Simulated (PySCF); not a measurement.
# Potential energy of NaCa⁺ along the bond

Set-up: basis Na aug-pcseg-1, Ca aug-pcseg-1; no relativity; PySCF 2.14. Energies in eV from Na⁺ + Ca in their ground configurations at the same level. State: ¹Σ⁺ (singlet), closed shell.

```json
{"R (Å)": "3.042", "MN15": "-0.5087"}
{"R (Å)": "3.183", "MN15": "-0.6018"}
{"R (Å)": "3.325", "MN15": "-0.6542"}
{"R (Å)": "3.431", "MN15": "-0.6732"}
{"R (Å)": "3.537", "MN15": "-0.6787"}
{"R (Å)": "3.643", "MN15": "-0.6741"}
{"R (Å)": "3.785", "MN15": "-0.6565"}
{"R (Å)": "3.961", "MN15": "-0.6233"}
{"R (Å)": "4.174", "MN15": "-0.5753"}
{"R (Å)": "4.457", "MN15": "-0.5077"}
```

Problem. Put a parabola through the three lowest points of the MN15 curve and estimate Re, k and ωe (reduced mass 14.59 u; 1 eV/Å² = 0.16022 mdyn/Å; ωe = 1302.8·√(k/μ) cm⁻¹).

Solution. Through R = 3.431, 3.537, 3.643 Å the second-order coefficient is 0.449 eV/Å², so Re ≈ 3.542 Å, k ≈ 0.144 mdyn/Å and ωe ≈ 129 cm⁻¹. A polynomial fit of higher order to the unrounded MN15 energies gives Re = 3.537 Å, k = 0.145 mdyn/Å, ωe = 130 cm⁻¹; anharmonicity and rounding make the difference.

The higher-order fit for each curve: MN15: Re = 3.537 Å, ωe = 130 cm⁻¹, De = 0.68 eV.

Closed-shell solutions of metal pairs were not tested for spin polarisation, which can lower them a little. For an ion De counts to the pair picked by the measured ionisation energies or electron affinities, which need not be the lowest pair at this level.
